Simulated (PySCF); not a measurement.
Two-photon absorption: SMILES FC(=C=CF)[SiH3], C₃H₄F₂Si

Geometry (Å), atoms numbered from 1 in this order:
```xyz
10

F     2.9103    0.4798    1.2387
C     2.0129    0.8839    0.3334
C     1.0115    0.1450   -0.0401
C    -0.0653   -0.5110   -0.3645
F    -0.0570   -1.3662   -1.4136
Si   -1.7018   -0.3922    0.5558
H     2.2234    1.8773   -0.0476
H    -1.5639    0.6709    1.5773
H    -2.7762   -0.0627   -0.4135
H    -1.9968   -1.6998    1.1926
```

Computed, not measured: TDDFT CAM-B3LYP/def2-TZVPD excited states, vertical, gas phase (PySCF). Geometry: PBE0-D3(BJ)/def2-TZVP.

Q: Give the one- and two-photon strengths of the lowest singlets.

A: δ for parallel linear polarisation; σ at the peak of a Lorentzian of half width 0.1 eV, single beam; Ω is circular over linear.
```tsv
state	E (eV)	f	photon λ (nm)	δ (au)	σ (GM)	Ω	main
S1	5.27	0.002	470	0.51	0.01	1.44	HOMO→LUMO 0.88
S2	5.65	0.002	439	0.21	0.00	1.50	HOMO−1→LUMO+1 0.84
S3	6.44	0.009	385	31.3	0.47	0.38	HOMO−1→LUMO 0.49, HOMO→LUMO+1 0.42
S4	7.11	0.560	349	12.9	0.24	1.07	HOMO→LUMO+1 0.38, HOMO−1→LUMO 0.28
S5	7.42	0.088	334	16	0.32	0.75	HOMO−1→LUMO+2 0.33, HOMO−1→LUMO+3 0.23
S6	7.54	0.563	329	10.3	0.21	0.72	HOMO→LUMO+2 0.27, HOMO−1→LUMO+2 0.19
```
